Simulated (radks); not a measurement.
The nuclear charge of the phosphorus ion P+ is varied continuously with 14 electrons held in [Ne] 3s2 3p2. Method: scalar-relativistic Kohn-Sham, PBEsol, spin-polarised, spherical densities, finite nucleus; open shells are filled with parallel spins first; Fermi nuclear charge, rms radius 3.1889 fm; computed with a radial shooting solver on a logarithmic mesh with Libxc functionals. By the Hellmann-Feynman theorem dE/dZ = E(electron-nucleus)/Z, the electronic potential at the nucleus (averaged over a nucleus of fixed radius). The scalar-relativistic energy here is not variational (the density holds large components alone), so the two differ by a part that grows with Z.

| Z | E (hartree) | E(electron-nucleus)/Z (hartree) | HOMO | e(HOMO) (eV) | <r> HOMO (bohr) |
|---|---|---|---|---|---|
| 14 | -289.32724 | -49.3827 | 3p | -4.586 | 2.743 |
| 14.25 | -301.81777 | -50.5210 | 3p | -6.821 | 2.542 |
| 14.5 | -314.59284 | -51.6577 | 3p | -9.303 | 2.376 |
| 14.75 | -327.65209 | -52.7931 | 3p | -12.021 | 2.236 |
| 15 | -340.99527 | -53.9275 | 3p | -14.968 | 2.114 |
| 15.25 | -354.62218 | -55.0613 | 3p | -18.138 | 2.008 |
| 15.5 | -368.53268 | -56.1946 | 3p | -21.527 | 1.913 |
| 15.75 | -382.72670 | -57.3276 | 3p | -25.130 | 1.829 |
| 16 | -397.20417 | -58.4604 | 3p | -28.944 | 1.753 |

The central difference of E at Z = 15 is -53.940 hartree, to compare with the third column; the second derivative is -4.54 hartree.
